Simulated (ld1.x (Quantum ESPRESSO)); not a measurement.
**What the settings do to the RRKJ potential of palladium**

Base potential:

ld1.x (Quantum ESPRESSO) 7.5 input, shortened:

```
&input
   title='Pd', zed=46., rel=1, dft='REVPBE', iswitch=3,
   config='[Kr] 4d9.5 5s0 5p0'
 /
 &inputp
   pseudotype=2, tm=.false., lloc=0,
   nlcc=.false.
 /
3
4P  2  1   6.00   0.00  1.65  1.65  0.0
4D  3  2   9.50   0.00  1.90  1.90  0.0
4S  1  0   2.00   0.00  1.10  1.10  0.0
 &test
   configts(1)='4s2 4p6 4d9.5 5s0 5p0'
 /
```

Cutoffs, loose and tight: the cutoffs (Ry, on a coarse ladder) from which the occupation-weighted sum of valence levels, in a spherical-Bessel basis at the reference potential, stays within 10 and 1 mRy of its value at 400 Ry. They do not see the model core or the augmentation charge, which bear on the density cutoff. Test errors are all-electron minus pseudo excitation energies from the reference, over the configurations 4s2 4p6 4d10 5s0 5p0; 4s2 4p6 4d9 5s0 5p0; 4s2 4p6 4d8 5s0 5p0; 4s2 4p6 4d6 5s0 5p0; 4s2 4p6 4d9 5s0 5p1; 4s2 4p5 4d10 5s0 5p0; 4s2 4p6 4d8 5s1 5p0. A dash means not determined; rows that change the core or the reference have their own tests. The largest error is taken over the tests solved by every variant that gives reliable tests at all: 4s2 4p5 4d10 5s0 5p0; 4s2 4p6 4d6 5s0 5p0; 4s2 4p6 4d8 5s0 5p0; 4s2 4p6 4d8 5s1 5p0; 4s2 4p6 4d9 5s0 5p0; 4s2 4p6 4d9 5s0 5p1.

| change | outcome | cutoff, loose | cutoff, tight | bound ghosts | largest test error (meV) |
| --- | --- | --- | --- | --- | --- |
| base | generated | 120 Ry | 200 Ry | none | +227 |
| wave 4d (bound): rc 1.90 bohr becomes 4d (bound): rc 1.28 bohr | generated | 120 Ry | 230 Ry | none | +222 |
| wave 4d (bound): rc 1.90 bohr becomes 4d (bound): rc 1.38 bohr | generated | 120 Ry | 230 Ry | none | +222 |
| wave 4d (bound): rc 1.90 bohr becomes 4d (bound): rc 1.54 bohr | generated | 120 Ry | 230 Ry | none | +222 |
| wave 4d (bound): rc 1.90 bohr becomes 4d (bound): rc 1.80 bohr | generated | 120 Ry | 200 Ry | none | +224 |
| wave 4d (bound): rc 1.90 bohr becomes 4d (bound): rc 2.00 bohr | generated | 120 Ry | 200 Ry | none | +232 |
| wave 4d (bound): rc 1.90 bohr becomes 4d (bound): rc 2.12 bohr | generated | 120 Ry | 200 Ry | none | +253 |
| wave 4d (bound): rc 1.90 bohr becomes 4d (bound): rc 2.52 bohr | generated | 120 Ry | 230 Ry | none | +1172 |
| wave 4d (bound): rc 1.90 bohr becomes 4d (bound): rc 2.86 bohr | generated | 120 Ry | 230 Ry | none | +2914 |

**Question.** What comes out with this change to the base: wave 4d (bound): rc 1.90 bohr becomes 4d (bound): rc 2.34 bohr?

**Answer.** outcome: generated; cutoff, loose: 120 Ry; cutoff, tight: 230 Ry; bound ghosts: none; largest test error (meV): +622.

**Question.** What comes out with this change to the base: wave 4d (bound): rc 1.90 bohr becomes 4d (bound): rc 2.64 bohr?

**Answer.** outcome: generated; cutoff, loose: 120 Ry; cutoff, tight: 230 Ry; bound ghosts: none; largest test error (meV): +1727.

Reading the sweep of the d radius (base included, trends over the rows without a ghost): The loose cutoff stays near 120 Ry. The median size of the test errors (rows with all tests solved) rises from 58.1 meV at 1.28 to 87.4 meV at 2.64 bohr. More of the atom is replaced by a form fitted at one configuration, so other configurations suffer as the radius grows.
